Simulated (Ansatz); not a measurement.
This geometry of AlFH5NO2 (10 atoms, charge 0, multiplicity 1) is a first-order saddle point.

These are results of RKS BLYP-D4/def2-SVP (Ansatz 0.2.0), not measurements.

```xyz
10
Properties=species:S:1:pos:R:3
Al -0.062 0.308 0.131
O -0.091 -0.013 2.029
H -0.919 -0.329 2.440
F 1.324 -0.362 -0.556
O -1.630 -0.042 -0.494
H -1.767 -0.602 -1.275
N 0.132 2.074 0.813
H 1.035 2.559 0.750
H -0.608 2.762 0.628
H -0.045 1.124 1.947
```

**Question.** Which two structures does it join? (They come from a converged band through this point; their orientation in space is the band's.)

**Answer.** Bonds broken: N7–H10. Bonds formed: O2–H10.

Image 0:

```xyz
10
Properties=species:S:1:pos:R:3
Al -0.187 0.115 0.441
O -0.534 -0.417 2.062
H -0.230 -1.277 2.390
F 1.310 -0.375 -0.195
O -1.474 0.388 -0.698
H -1.922 -0.346 -1.145
N 0.082 2.086 0.831
H 1.017 2.442 0.586
H -0.622 2.622 0.302
H -0.070 2.241 1.839
```

Image 6:

```xyz
10
Properties=species:S:1:pos:R:3
Al -0.028 0.401 0.109
O -0.094 -0.059 2.046
H -0.986 -0.369 2.311
F 1.340 -0.340 -0.544
O -1.616 -0.052 -0.403
H -1.774 -0.643 -1.157
N 0.142 2.137 0.736
H 1.048 2.617 0.674
H -0.585 2.822 0.500
H -0.080 0.964 2.141
```

**Question.** How far does it lie above each of them?

**Answer.** 0.87 eV above the first and 0.03 eV above the second. This is the barrier of this one path; another mechanism may lie lower. The orbitals stay closed-shell, which can raise the energy where a bond breaks towards radicals; this wasn't checked here.

The run took 84 s on 2 threads of Intel(R) Xeon(R) 6975P-C (Granite Rapids), with other jobs on the host, peak memory 0.16 GiB.
